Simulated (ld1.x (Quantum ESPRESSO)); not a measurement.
## Hg (Z = 80): excitation energies, all-electron against TM

```
Element                 : mercury (Hg)
Generator               : ld1.x (Quantum ESPRESSO) 7.5
Type                    : norm-conserving Troullier–Martins (Kleinman–Bylander form)
Functional              : PBE
Relativity              : non-relativistic
Frozen core             : [Kr] 4d10 4f14 5s2
Valence charge          : 18
Reference configuration : 5p6 5d10 6s1.5 6p0 (charge +0.5)
Partial waves           : 6s (bound): rc 2.10 bohr; 5p (bound): rc 1.55 bohr; 5d (bound): rc 1.40 bohr
Local potential         : all-electron potential smoothed inside 1.60 bohr (lloc = -1)
Core correction         : a·sin(br)/r model core inside 1.20 bohr
```

Energies are relative to the spin-unpolarised reference configuration 5p6 5d10 6s1.5 6p0; without spin polarisation the order of configurations can differ from experiment.

| valence configuration | charge | ΔE all-electron (eV) | error AE − PS (meV) |
| --- | --- | --- | --- |
| 5p6 5d10 6s2 6p0 | 0 | -3.471 | -0.5 |
| 5p6 5d10 6s0 6p0 | +2 | 21.204 | -16 |
| 5p6 5d10 6s0 6p2 | 0 | 5.008 | -158 |
| 5p6 5d9 6s0 6p0 | +3 | 57.673 | +24 |
| 5p6 5d9 6s2 6p1 | 0 | 9.107 | -110 |

**Question.** What are ΔE and the potential's error for 5p6 5d10 6s1 6p0?

**Answer.** ΔE = 5.201 eV all-electron; the error (AE − PS) is -1.1 meV.

**Question.** What are ΔE and the potential's error for 5p5 5d10 6s2 6p0?

**Answer.** ΔE = 64.638 eV all-electron; the error (AE − PS) is -103 meV.

Levels in the configuration 5p5 5d10 6s2 6p0:

| level | all-electron (eV) | pseudo (eV) |
| --- | --- | --- |
| 5p | -75.163 | -75.330 |
| 5d | -24.716 | -24.754 |
| 6s | -13.735 | -13.656 |

Note: ghost state, extra bound levels that the all-electron valence spectrum of the same l lacks: s at -113.7 eV. A true bound ghost makes a file unfit for plane-wave use.
